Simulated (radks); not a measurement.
Sr+, 37 electrons, occupied as [Ar] 3d10 4s2 5s2 4p(up 3, down 2) (not the ground configuration).

Calculated with a radial shooting solver on a logarithmic mesh with Libxc functionals: scalar-relativistic Kohn-Sham, BLYP, spin-polarised, spherical densities, finite nucleus; Fermi nuclear charge, rms radius 4.224 fm.

Energy parts (hartree):
total: -3178.92195
kinetic: 3260.07117
electron-nucleus: -7638.49502
Hartree: 1304.47265
exchange-correlation: -104.97076

Orbitals (lengths in bohr, moments of r in powers of bohr; r(max) is where P^2 peaks; r(90%) holds 90 % of the orbital's charge):
1s up: occ. 1; eigenvalue (hartree) -586.3094; <r^2> 0.002067; r(max) 0.02553; r(90%) 0.0701
1s down: occ. 1; eigenvalue (hartree) -586.3052; <r^2> 0.002067; r(max) 0.02553; r(90%) 0.0701
2s up: occ. 1; eigenvalue (hartree) -79.81763; <r^2> 0.03507; r(max) 0.1451; r(90%) 0.267
2s down: occ. 1; eigenvalue (hartree) -79.81512; <r^2> 0.03507; r(max) 0.1451; r(90%) 0.267
2p up: occ. 3; eigenvalue (hartree) -70.99166; <r^2> 0.02765; r(max) 0.1160; r(90%) 0.245
2p down: occ. 3; eigenvalue (hartree) -70.98760; <r^2> 0.02765; r(max) 0.1160; r(90%) 0.245
3s up: occ. 1; eigenvalue (hartree) -12.74630; <r^2> 0.2781; r(max) 0.4357; r(90%) 0.730
3s down: occ. 1; eigenvalue (hartree) -12.74116; <r^2> 0.2780; r(max) 0.4358; r(90%) 0.730
3p up: occ. 3; eigenvalue (hartree) -9.89862; <r^2> 0.2902; r(max) 0.4305; r(90%) 0.758
3p down: occ. 3; eigenvalue (hartree) -9.89287; <r^2> 0.2900; r(max) 0.4306; r(90%) 0.757
3d up: occ. 5; eigenvalue (hartree) -5.19365; <r^2> 0.3024; r(max) 0.3761; r(90%) 0.808
3d down: occ. 5; eigenvalue (hartree) -5.18717; <r^2> 0.3017; r(max) 0.3761; r(90%) 0.807
4s up: occ. 1; eigenvalue (hartree) -1.94786; <r^2> 2.010; r(max) 1.180; r(90%) 1.95
4s down: occ. 1; eigenvalue (hartree) -1.91030; <r^2> 2.017; r(max) 1.178; r(90%) 1.95
4p up: occ. 3; eigenvalue (hartree) -1.26111; <r^2> 2.623; r(max) 1.304; r(90%) 2.25
4p down: occ. 2; eigenvalue (hartree) -1.22522; <r^2> 2.655; r(max) 1.304; r(90%) 2.27
5s up: occ. 1; eigenvalue (hartree) -0.36435; <r^2> 14.42; r(max) 3.180; r(90%) 5.19
5s down: occ. 1; eigenvalue (hartree) -0.36068; <r^2> 14.63; r(max) 3.207; r(90%) 5.23

The highest occupied level is 5s down at -9.815 eV. The spin density at the nucleus is -0.0580 e/bohr^3 (1s -0.2394, 2s 0.0654, 3s 0.0878, 4s -0.1682, 5s 0.1962). Spin moment in Bohr magnetons: 1. The electron density at the nucleus is 6.202e+04 e/bohr^3 (large components only). Summed over all electrons, <r^2> = 51.82 bohr^2, which gives a Langevin (diamagnetic) susceptibility term of -41 x 10^-6 cm^3/mol.
